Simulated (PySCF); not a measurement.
C₅H₉N₂S (charge +1).
Numbering: `[CH3:1][S:2][c:3]1[nH+:4][cH:5][nH:6][c:7]1[CH3:8]` (hydrogens: H9, H10, H11 on C1; H12 on N4; H13 on C5; H14 on N6; H15, H16, H17 on C8)

Cartesian coordinates in Å at the GFN2-xTB level; atoms count from 1:
```
atom  x, y, z in Å
C1     2.5941    0.4705   -0.1491
S2     1.7031   -0.7301   -1.1730
C3     0.0725   -0.6865   -0.5616
N4    -0.7544   -1.7354   -0.8913
C5    -1.9657   -1.5357   -0.3778
N6    -1.9344   -0.3843    0.2813
C7    -0.6915    0.1875    0.1930
C8    -0.4055    1.5031    0.8132
H9     3.6325    0.3810   -0.4567
H10    2.2415    1.4760   -0.3455
H11    2.5024    0.2014    0.8971
H12   -0.4643   -2.5217   -1.4567
H13   -2.8113   -2.1862   -0.4815
H14   -2.7130    0.0295    0.7777
H15    0.3988    1.4364    1.5423
H16   -0.1200    2.2329    0.0573
H17   -1.2920    1.8736    1.3213
```

Theory: TDDFT wB97X-D/def2-SVPD, vertical, gas phase, core orbitals frozen in the response (PySCF).

Transition dipole moments from the ground state, in atomic units and in the frame of the coordinates above (overall signs are arbitrary), for the states with f of 0.002 or more among the lowest 7:

```
state  E (hartree)      μx      μy      μz
   S1       0.1799   0.960   0.440  -0.030
   S2       0.1985   0.337  -0.273  -0.222
   S3       0.2227  -0.730   0.395   0.515
   S4       0.2391   0.101  -0.276   0.173
   S5       0.2541  -0.022   0.128   0.070
   S6       0.2609  -0.787  -0.275   0.119
   S7       0.2730   0.140  -0.163  -0.050
```

**Question.** What oscillator strength does each state have?

**Answer.** f = (2/3) ΔE |μ|² with ΔE in hartree (27.2114 eV).

| state | \|μ\|² (au) | \|μ\| (D) | f |
| --- | --- | --- | --- |
| S1 | 1.116 | 2.68 | 0.134 |
| S2 | 0.237 | 1.24 | 0.031 |
| S3 | 0.953 | 2.48 | 0.142 |
| S4 | 0.117 | 0.87 | 0.019 |
| S5 | 0.022 | 0.37 | 0.004 |
| S6 | 0.709 | 2.14 | 0.123 |
| S7 | 0.049 | 0.56 | 0.009 |

**Question.** What angle do the transition dipoles of S3 and S6 make?

**Answer.** |cos θ| = |μa·μb| / (|μa| |μb|) = 0.64, so θ ≈ 50° (taken between 0 and 90°, since the signs are arbitrary).

**Question.** What peak molar absorption coefficient would the strongest computed level give as a lone Gaussian band 0.3 eV wide at half height?

**Answer.** ε(max) = 2.175×10⁸ f / FWHM, with the width in cm⁻¹. S3: 2.175×10⁸ × 0.1415 / 2420 ≈ 13000 L mol⁻¹ cm⁻¹.

On one thread, INTEL XEON PLATINUM 8581C at 2.10 GHz (x86_64) (shared host), this took 57 s of wall time (grids of density and orbitals included) and 1.1 GiB of memory at its peak.

One conformer stands for the species.
